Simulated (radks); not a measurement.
The numbers below are computed, except where a source is named.
Spherical quantum dot in the effective-mass picture: electrons in a parabolic well V = omega^2 r^2 / 2 with omega = 0.367, with a point charge +1 (a donor) at the centre, all in effective atomic units (hartree* = m*/eps^2 hartree, bohr* = eps/m* bohr), one dielectric constant everywhere. Level of theory: non-relativistic Kohn-Sham, LDA (Slater exchange, Perdew-Wang correlation), spin-polarised, spherical densities (a radial shooting solver with Libxc functionals). Levels are named by radial order and angular momentum (1s, 1p, 1d, 2s, ...), and open shells are averaged over m.

N = 13, configuration 1s2 1p6 1d(up 3, down 0) 2s2. This is the lowest configuration that the search found. Occupied and some empty levels:

| level | occupation | eigenvalue (hartree*) | <r> (bohr*) |
|---|---|---|---|
| 1s up | 1 | 3.6358 | 2.284 |
| 1s down | 1 | 3.6521 | 2.198 |
| 1p up | 3 | 3.8565 | 3.471 |
| 1p down | 3 | 3.8859 | 3.455 |
| 2s up | 1 | 3.9835 | 3.141 |
| 2s down | 1 | 4.0037 | 3.204 |
| 1d up | 3 | 4.0462 | 3.930 |
| 1d down | 0 | 4.0773 | 3.938 |
| 1f up | 0 | 4.2589 | 4.283 |
| 1f down | 0 | 4.2891 | 4.302 |
| 2p up | 0 | 4.3377 | 3.716 |
| 2p down | 0 | 4.3565 | 3.726 |
| 1g up | 0 | 4.4925 | 4.587 |
| 1g down | 0 | 4.5206 | 4.612 |

Energy (hartree*): total 29.1218, kinetic 4.1001, external 5.8870, Hartree 22.563, exchange-correlation -3.4283.
